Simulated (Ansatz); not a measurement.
Consider the substitution at a C–C bond: `CC#[C][SnH3]` + `[OH][Ga]([OH])[Br]` → `C[O][Ga]([OH])[Br]` + `C#[C][SnH3]`.

Computed with Ansatz on PBE0-D4/def2-TZVP structures; ΔE is electronic, products minus reactants. CCSD(T)/CBS adds triple-zeta CCSD(T) − MP2 to the extrapolated MP2 energy (def2 sets, frozen cores). def2 core potentials past Kr. For Br, Ga, Sn outer-core shells are correlated without core-valence functions, which leaves a few kJ/mol of doubt a bond. Scalar relativity is left out up to krypton. Each species was taken in one conformer, which may not be the lowest.

| species | MP2/CBS(def2) energy (Eh) |
| --- | --- |
| `CC#[C][SnH3]` | -331.65320 |
| `[OH][Ga]([OH])[Br]` | -4648.89900 |
| `C[O][Ga]([OH])[Br]` | -4688.11721 |
| `C#[C][SnH3]` | -292.40026 |

**Question.** Work out ΔE.

**Answer.** ΔE = (-4688.11721) + (-292.40026) − (-331.65320) − (-4648.89900) = 0.03473 Eh = +0.95 eV. CCSD(T)/CBS gives +0.87 eV.

Largest T1 diagnostic among the species: 0.014.
